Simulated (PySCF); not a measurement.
# Xe: ionisation energy

Xe [Xe] (1S) → Xe⁺ [Kr] 4d10 5s2 5p5 (2P), as a difference of total energies. Calculation: PySCF 2.14, in aug-cc-pVDZ-PP with ECP28MDF (5s4p3d, 32 functions); a scalar-relativistic core potential. Correlated levels: valence: 4s2 4p6 4d10 frozen. The calculations carry no spin-orbit coupling.

| method | ionisation energy (eV) |
| --- | --- |
| UHF | 11.592 |
| LDA | 12.686 |
| PBE | 12.411 |
| PBE0 | 12.484 |
| r2SCAN | 12.533 |
| BLYP | 12.285 |
| HSE06 | 12.480 |
| M06-2X | 12.372 |
| r2SCANh | 12.542 |
| MP2 (valence) | 12.262 |
| SCS-MP2 (valence) | 12.196 |

Question: How much does correlation contribute at MP2 (valence)?

Answer: 12.262 − (11.592) = 0.670 eV, measured against UHF.

Errors of the correlated levels include the incompleteness of this basis and the frozen core.

For comparison: 12.565 eV (measured; NIST levels, between the centres of gravity of the two terms).
